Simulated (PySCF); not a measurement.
Simulation results for AlBFH2O, AlBH3NO

Computed with PySCF 2.14.0. Calculation on a computer-drawn molecule: the log of a Hartree-Fock and frozen-core CCSD(T) single point meant for a local Hartree-Fock minimum, with one planted fault or none, to be diagnosed. Offsets are logged minus clean, where the clean run is the same molecule without the fault. The reference is restricted for singlets and unrestricted otherwise, and also for a bond in bohr or an excited solution. Adding or removing an electron swaps singlet and doublet. The excited solution moves the top pair (singlet) or top alpha electron (doublet) to the lowest empty orbital. Highest occupied and lowest empty are orbital energies over both spins, largest force is the largest gradient component, triples share is (T) over the correlation energy, the T1 limit is 0.02 restricted and 0.045 unrestricted, electrons count all cores, a negative frequency is imaginary (commonest isotopes), and the dipole is about the centre of nuclear charge.

Common to all runs: meant basis cc-pV(D+d)Z; logged SCF converged yes; logged SCF stable within its kind yes; possible faults no fault, one electron removed, one electron added, multiplicity raised by two, geometry at a saddle point, SCF held on an excited solution, minimal basis STO-3G, one bond length entered in bohr, all coordinates scaled.

(1) AlBFH2O

Logged structure:
```xyz
6
AlBFH2O
B     -3.0198     0.0744     0.6308
O     -2.2791     0.7903    -0.3309
Al    -1.4404     1.6008    -1.4195
F     -0.5993     2.4135    -2.5109
H     -2.5480    -0.0058     1.7182
H     -4.0539    -0.3887     0.2733
```

* meant charge: 1
* meant multiplicity: 1
* logged electrons: 36
* logged basis functions: 75
* logged spin squared: 0
* logged highest occupied: -17.457 eV
* logged lowest empty: -6.0459 eV
* logged largest force: 1.902e-05 hartree/bohr
* logged lowest frequency: 102.73 cm⁻¹
* logged T1 diagnostic: 0.016446
* logged D1 diagnostic: 0.042072
* logged triples share: 0.020319
* logged CC converged: yes
* logged dipole magnitude: 0.29921 debye
* logged energy HF: -441.92566 hartree
* logged energy CCSD(T): -442.44738 hartree
* planted fault: no fault
* HF energy offset from clean run: 0 kcal/mol
* CCSD(T) energy offset from clean run: 0 kcal/mol

Drawn bonds:
```tsv
atom	other atom	order
1	2	1
2	3	1
3	4	1
1	5	1
1	6	1
```

(2) AlBFH2O

Structure as in entry 1.

- meant charge: 1
- meant multiplicity: 1
- logged electrons: 37
- logged basis functions: 75
- logged spin squared: 0.7564
- logged highest occupied: -6.9603 eV
- logged lowest empty: 1.366 eV
- logged largest force: 0.064645 hartree/bohr
- logged T1 diagnostic: 0.017535
- logged D1 diagnostic: 0.048
- logged triples share: 0.022257
- logged CC converged: yes
- logged dipole magnitude: 1.7691 debye
- logged energy HF: -442.16432 hartree
- logged energy CCSD(T): -442.69759 hartree
- planted fault: one electron added
- HF energy offset from clean run: -149.8 kcal/mol
- CCSD(T) energy offset from clean run: -157 kcal/mol

Drawn bonds:
```tsv
atom	other atom	order
1	2	1
2	3	1
3	4	1
1	5	1
1	6	1
```

(3) AlBH3NO

Logged structure:
```xyz
7
AlBH3NO
B     -1.0188    -2.2249     0.9131
O     -0.9087    -1.0502     1.5711
Al    -0.7986     0.4014     2.3617
N     -0.6942     1.7895     3.1170
H     -1.7713    -2.3080    -0.0205
H     -0.3620    -3.1643     1.2742
H     -0.5658     3.4254     4.0117
```

- meant charge: 0
- meant multiplicity: 1
- logged electrons: 36
- logged basis functions: 80
- logged spin squared: 0.936
- logged highest occupied: -8.4575 eV
- logged lowest empty: 0.40479 eV
- logged largest force: 0.051247 hartree/bohr
- logged dipole magnitude: 3.1668 debye
- logged energy HF: -397.53442 hartree
- planted fault: one bond length entered in bohr, row 6 of the drawn bonds
- HF energy offset from clean run: 101.3 kcal/mol

Drawn bonds:
```tsv
atom	other atom	order
1	2	1
2	3	1
3	4	2
1	5	1
1	6	1
4	7	1
```

Notes: coupled-cluster numbers left out as unreliable.

(4) AlBFH2O

Logged structure:
```xyz
6
AlBFH2O
B      1.1560    -4.0523     0.2461
O      1.7942    -2.8786     0.3817
Al     2.6221    -1.4355     0.6057
F      3.6526    -1.3426     1.8952
H      0.0894    -4.2178     0.7821
H      1.6514    -4.9286    -0.4163
```

* meant charge: 0
* meant multiplicity: 2
* logged electrons: 38
* logged basis functions: 75
* logged spin squared: 0
* logged highest occupied: -0.93885 eV
* logged lowest empty: 7.3348 eV
* logged largest force: 0.071538 hartree/bohr
* logged T1 diagnostic: 0.018662
* logged D1 diagnostic: 0.060792
* logged triples share: 0.022536
* logged CC converged: yes
* logged dipole magnitude: 4.3932 debye
* logged energy HF: -442.22422 hartree
* logged energy CCSD(T): -442.78608 hartree
* planted fault: one electron added
* HF energy offset from clean run: -4.207 kcal/mol
* CCSD(T) energy offset from clean run: -27.18 kcal/mol

Drawn bonds:
```tsv
atom	other atom	order
1	2	1
2	3	1
3	4	1
1	5	1
1	6	1
```
